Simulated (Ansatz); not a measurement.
Species: C3H10NSi, charge 0, multiplicity 2. It need not be the lowest isomer of its formula. 
Structure (B3LYP-D3(BJ)/def2-TZVP (Ansatz, an electronic-structure program) minimum search):
SMILES: [CH2][Si](C)(C)N
```xyz
15

Si     0.0362    -0.0022    -0.0004
C      1.7469     0.2711    -0.6567
C     -0.9100    -1.0650    -1.2162
C     -0.7756     1.6606     0.2828
N      0.0037    -0.8358     1.5269
H      2.2563    -0.4379    -1.3028
H      2.3651     1.1154    -0.3656
H     -0.9483    -0.5946    -2.2010
H     -1.9336    -1.2296    -0.8743
H     -0.4363    -2.0426    -1.3382
H     -1.7937     1.5372     0.6571
H     -0.8177     2.2389    -0.6426
H     -0.2188     2.2526     1.0139
H      0.3337    -0.3545     2.3510
H      0.2919    -1.8030     1.5606
```
Charge 0, spin multiplicity 2.

Parts of the frozen-core correlation energy in STO-3G (Ansatz, hartree). Frozen orbitals: 9; correlated occupied orbitals by spin: 16 and 15; virtual: 14 and 15. UHF or UKS for open shells. No spin-orbit coupling. No relativistic terms.

```tsv
term	value
reference (HF)	-457.39921
MP2 opposite-spin	-0.19388
MP2 same-spin	-0.02260
CCSD correlation	-0.28969
(T)	-0.00224
T1 diagnostic	0.006
largest doubles amplitude	0.040
<S^2> of the reference	0.766
```
